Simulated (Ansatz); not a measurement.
`OC[SiH2]O` → `[CH2]` (triplet) + `O[SiH2]O`  (formal loss of a carbene)

Isolated molecules relaxed with PBE0-D4/def2-TZVP in Ansatz; ΔE leaves out vibrations. CCSD(T)/CBS adds triple-zeta CCSD(T) − MP2 to the extrapolated MP2 energy (def2 sets, frozen cores). This one scheme is used for every species. DFT in def2-TZVPP. HSE06 is defined as in plane-wave codes. Triplets are unrestricted, without spin–orbit coupling. Each species was taken in one conformer, which may not be the lowest.

Problem. Is it downhill or uphill in electronic energy at CCSD(T)/CBS, and by how much? (Best estimate.)

Solution. Computed: Uphill: ΔE = +250.1 kJ/mol.

Problem. What do these levels give: B97M-V, HSE06-D4, revPBE, CCSD(T)/def2-TZVPP, MP2/def2-QZVPP, MP2/CBS(def2)? (An estimate is asked.)

Solution. Ansatz gave: B97M-V 252.9, HSE06-D4 259.1, revPBE 244.2, CCSD(T)/def2-TZVPP 239.9, MP2/def2-QZVPP 249.5, MP2/CBS(def2) 254.2 kJ/mol.

Problem. What do rigid-rotor, harmonic-oscillator terms from PBE0-D4/def2-TZVP frequencies (298.15 K, 1 bar) make of the CCSD(T)/CBS value? (Best estimate.)

Solution. Computed: ΔZPE = -26.6 kJ/mol, ΔH = +229.1 kJ/mol, ΔS = 147 J/(mol·K), ΔG = +185.3 kJ/mol. Open shells count their whole term as degenerate.

Largest T1 diagnostic among the species: 0.011.

Leaving LDA and LC-ωPBE aside and taking each functional with its dispersion term where it has one, the values, not all of them listed here, spread over 49.2 kJ/mol, from r2SCAN0-D4 to PBE-D4. LDA lies +69.5 kJ/mol from PBE without D4. From PBE to PBE0 (25 % exact exchange), in def2-TZVPP and without D4, ΔE moves by −14.6 kJ/mol.
